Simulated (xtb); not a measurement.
B(F)(H)(SMe) (CH4BFS), SMILES B(SC)F. All values are semi-empirical tight-binding results from xtb (GFN2-xTB unless named), good for trends rather than for accurate numbers. Coordinates come from a GFN2-xTB optimisation. One conformer was computed; it need not be the lowest.

Optimised geometry:

Bonded distances (Å): B1–F2 1.318, B1–H3 1.172, B1–S4 1.771, S4–C5 1.830, C5–H6 1.085, C5–H7 1.084, C5–H8 1.085. Angles (°): F2–B1–H3 118.3, F2–B1–S4 119.3, H3–B1–S4 122.4, B1–S4–C5 101.5, S4–C5–H6 109.5, S4–C5–H7 106.8, S4–C5–H8 109.6, H6–C5–H7 110.1, H6–C5–H8 110.6, H7–C5–H8 110.2.

Computed properties:
- point group as xtb finds it = Cs
- orbital gap = 4.24 eV
- zero-point energy = 33.1 kcal/mol
- G − E(el) at 298.15 K (modified RRHO) = 14.9 kcal/mol
- static polarisability (D4 model) = 48.6 bohr³
- solvation energy, GFN2-xTB/ALPB(water) = -1.4 kcal/mol
- solvation energy, GFN2-xTB/ALPB(dmf) = -4.9 kcal/mol

Problem. Give the atomic charges and the Wiberg bond orders between heavy atoms. (An estimate is asked for; the answer gives what the named calculation found.)

Solution. charges (e) B1 0.40, F2 -0.26, H3 -0.09, S4 -0.18, C5 -0.07, H6 0.06, H7 0.08, H8 0.06. Bond orders B1–F2 1.10, B1–S4 1.26, S4–C5 1.00.
